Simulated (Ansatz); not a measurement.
GeMe3(NHMe) (C₄H₁₃GeN), relaxed as a singlet with RKS B3LYP-D4/def2-SVP in Ansatz, starting from the GFN2-xTB geometry. Force threshold 0.02 eV/Å.

Start:

```csv
atom,x (Å),y (Å),z (Å)
Ge1,0.416,-0.104,0.091
C2,-0.082,-0.258,2.006
H3,-0.070,0.720,2.477
H4,0.619,-0.900,2.532
H5,-1.075,-0.681,2.125
C6,0.174,-1.876,-0.812
H7,0.826,-2.620,-0.368
H8,0.407,-1.808,-1.870
H9,-0.852,-2.219,-0.710
C10,2.267,0.570,-0.138
H11,2.544,0.615,-1.187
H12,2.973,-0.080,0.369
H13,2.359,1.567,0.282
N14,-0.655,1.222,-0.611
C15,-2.098,1.081,-0.677
H16,-0.306,1.615,-1.475
H17,-2.438,0.408,-1.473
H18,-2.451,0.688,0.274
H19,-2.558,2.059,-0.836
```

(1) Estimate the energy that the relaxation releases and the steps that it takes.

(2) Does the start keep its bonding and symmetry?

(3) Predict the relaxed structure.

Answers

(1) 7.5 kJ/mol, in 5 steps; 35 s on 4 threads of Intel Xeon on a shared host. No frequencies were taken in this run, so the end may be a saddle point.

(2) By distances, no bond broke or formed. The bond that changes most is Ge1–C6, from 2.00 to 1.98 Å (atoms count from 1).

(3) 
```xyz
19

Ge    0.419   -0.089    0.095
C    -0.063   -0.256    1.991
H     0.014    0.722    2.490
H     0.613   -0.964    2.496
H    -1.093   -0.627    2.108
C     0.189   -1.836   -0.798
H     0.830   -2.599   -0.328
H     0.456   -1.767   -1.864
H    -0.856   -2.176   -0.725
C     2.261    0.550   -0.124
H     2.525    0.634   -1.190
H     2.969   -0.149    0.348
H     2.382    1.539    0.345
N    -0.667    1.227   -0.632
C    -2.108    1.066   -0.685
H    -0.297    1.631   -1.489
H    -2.478    0.333   -1.435
H    -2.486    0.733    0.296
H    -2.608    2.028   -0.900
```
Bond lengths: 3 × C–Ge 1.96 to 1.98 Å; 1 × C–N 1.45 Å; 1 × Ge–N 1.86 Å; 12 × C–H 1.10 to 1.11 Å; 1 × H–N 1.02 Å.
